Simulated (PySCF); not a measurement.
A geometry optimisation on `C=CCO[SiH2]Cl`.

Computed with PBE0-D3(BJ)/def2-SVP geometry optimisation, gas phase (PySCF 2.14.0). Start geometry: GFN2-xTB. A driver script takes a list of jobs; this job's settings line and coordinates (Å) are shown.

Command:
```bash
OMP_NUM_THREADS=1 python probes_run.py task.json out
```

Input:
```
{"job": {"xc": "PBE0", "basis": "def2-SVP", "d3": "d3bj", "grid": 1, "shake": 0.01, "kind": "geom"}, "charge": 0, "multiplicity": 1}
C     -2.600980     0.122780    -0.297900
C     -1.408860    -0.321660    -0.499950
C     -0.275740    -0.113270     0.433880
O      0.901710     0.331060    -0.276630
Si     2.440180     0.103650    -0.011740
Cl     3.276020     1.037560    -1.559050
H     -2.865650     0.722450     0.572860
H     -3.402760    -0.030410    -1.006570
H     -1.156350    -0.880820    -1.363400
H     -0.027430    -1.059790     0.960740
H     -0.515250     0.631200     1.215130
H      2.876280     0.738490     1.253280
H      2.764650    -1.298130    -0.014710
```

Problem. Give the output.

Solution. 
```
step   0  E = -942.61200200  max force = 0.076118
step   1  E = -942.62400912  max force = 0.012327
step   2  E = -942.62443037  max force = 0.002861
step   3  E = -942.62441984  max force = 0.003207
step   4  E = -942.62454716  max force = 0.000813
step   5  E = -942.62459028  max force = 0.000489
step   6  E = -942.62464454  max force = 0.000574
step   7  E = -942.62470523  max force = 0.000605
step   8  E = -942.62477136  max force = 0.000854
step   9  E = -942.62484482  max force = 0.001378
... (14 lines left out)
step  24  E = -942.62769029  max force = 0.003175
step  25  E = -942.62864629  max force = 0.001928
step  26  E = -942.62885698  max force = 0.000617
step  27  E = -942.62891040  max force = 0.000888
step  28  E = -942.62901192  max force = 0.000842
step  29  E = -942.62916415  max force = 0.001843
step  30  E = -942.62919382  max force = 0.002587
step  31  E = -942.62924817  max force = 0.001325
step  32  E = -942.62926963  max force = 0.000384
step  33  E = -942.62927377  max force = 0.000137
optimisation converged
```

Energies in Eh; «max force» is the largest Cartesian gradient component in Eh/bohr.

Problem. How much energy does the optimisation release, in kcal/mol?

Solution. E(step 0) − E(last step) = 0.017272 Eh, which is 10.8 kcal/mol.

Problem. At which steps does the energy rise by more than 1e-5 Eh?

Solution. At steps 3 (+0.01 mEh), 11 (+0.27 mEh) and 24 (+1.10 mEh).

Summary of the converged run: final energy -942.62927 Eh after 33 steps; dipole 1.51 D.

Time: 6.0 min wall; peak memory 0.53 GiB. Hardware: one thread, Arm Neoverse N1 (aarch64), on a shared host.
Labels such as C1 count atoms from 1, the log's own numbers from 0.
